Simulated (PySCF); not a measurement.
Relaxation of singlet LaCl₃

Computed with B3LYP in PySCF with La def2-SVP with ECP46, Cl def2-SVP; scalar-relativistic core potentials, no spin–orbit coupling; density-fitted integrals. A (50,194) grid was used.

A hand-made trigonal planar start, of D3h symmetry, held to at least that symmetry:

Coordinates in bohr (charge 0 multiplicity 1):
```
La    0.0000    0.0000    0.0000
Cl    5.2723    0.0000    0.0000
Cl   -2.6362    4.5660    0.0000
Cl   -2.6362   -4.5660    0.0000
```

What does it relax to?

It ends at D3h with La–Cl 2.624 Å (×3); Cl–La–Cl 120.0° (×3). A frequency run shows 1 imaginary mode, down to 18i cm⁻¹, so it is at most a very flat saddle point.

How much energy is released, and in how many steps?

41.6 kJ/mol in 4 steps.

Stability towards spin polarisation was not tested.

The relaxation took of the order of 24 core-seconds on a shared host.
